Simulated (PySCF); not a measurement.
Compound: C6H14O.
Numbering: `[CH3:1][CH2:2][CH2:3][C@H:4]([CH3:5])[O:6][CH3:7]` (hydrogens: H8, H9, H10 on C1; H11, H12 on C2; H13, H14 on C3; H15 on C4; H16, H17, H18 on C5; H19, H20, H21 on C7)

Structure used (GFN2-xTB), in Å, numbered top down from 1:
```
atom  x, y, z in Å
C1    -2.9602    0.6532    0.5099
C2    -1.4408    0.7452    0.5667
C3    -0.7810   -0.1149   -0.5081
C4     0.7471   -0.0562   -0.4373
C5     1.3769   -0.7784   -1.6319
O6     1.1254   -0.6418    0.7980
C7     2.4193   -0.3266    1.2338
H8    -3.2866   -0.3730    0.6628
H9    -3.4097    1.2751    1.2806
H10   -3.3269    0.9874   -0.4587
H11   -1.1352    1.7862    0.4343
H12   -1.0867    0.4129    1.5432
H13   -1.0852   -1.1543   -0.3767
H14   -1.1020    0.2166   -1.4972
H15    1.0704    0.9997   -0.4473
H16    1.0906   -1.8271   -1.6190
H17    1.0347   -0.3277   -2.5594
H18    2.4618   -0.7120   -1.5987
H19    2.5155   -0.7461    2.2338
H20    3.1937   -0.7613    0.5910
H21    2.5699    0.7600    1.2796
```

Theory: TDDFT PBE0/def2-SVPD, vertical, gas phase, core orbitals frozen in the response in PySCF 2.14.0, density-fitted response routines.

Computed singlets with f of 0.002 or more:

```tsv
state	λ (nm)	f
S1	178.5	0.0076
S2	165.1	0.012
S3	162.6	0.021
S4	158.5	0.013
S5	153.0	0.0062
S6	148.0	0.010
```

Task: Turn these into Einstein A coefficients, radiative lifetimes, transition dipoles and integrated cross-sections.

Result: For one non-degenerate pair of states in vacuum, A = 0.6670 f ν̃² s⁻¹ with ν̃ in cm⁻¹, τ = 1/A, |μ|² = 3f / (2ΔE) in atomic units, and the integrated cross-section is ∫σ dE = 109.76 f Mb·eV.

| state | A (s⁻¹) | τ | \|μ\| (D) | ∫σ dE (Mb·eV) |
| --- | --- | --- | --- | --- |
| S1 | 1.6×10⁷ | 62 ns | 0.54 | 0.84 |
| S2 | 2.9×10⁷ | 35 ns | 0.64 | 1.3 |
| S3 | 5.3×10⁷ | 19 ns | 0.85 | 2.3 |
| S4 | 3.4×10⁷ | 29 ns | 0.66 | 1.4 |
| S5 | 1.8×10⁷ | 57 ns | 0.45 | 0.68 |
| S6 | 3.2×10⁷ | 32 ns | 0.57 | 1.1 |

Leading configurations: S1 H→L (94%); S2 H→L+1 (82%); S3 H→L+2 (86%); S4 H→L+3 (83%); S5 H→L+4 (75%); S6 H-1→L (96%) (H = HOMO, L = LUMO).

These lifetimes count emission to the ground state at the vertical energy alone; relaxation of the geometry and all other decay channels are left out.

Task: Suppose S1 emitted 0.3 eV lower with the same transition dipole. How would A change?

Result: At fixed |μ|, A goes as the cube of the energy: (6.64/6.94)³ = 0.88, which makes τ about 71 ns.

Task: By what factor does the largest A in the list exceed the smallest?

Result: S3 has 3.3 times the rate of S1.

Task: How much energy does a mole of photons resonant with S3 carry?

Result: 7.627 eV × 96.485 = 736 kJ/mol (176 kcal/mol).

One conformer stands for the species.

Without π bonds the low states are Rydberg-like; a valence basis with one diffuse set may place them up to an eV too high.
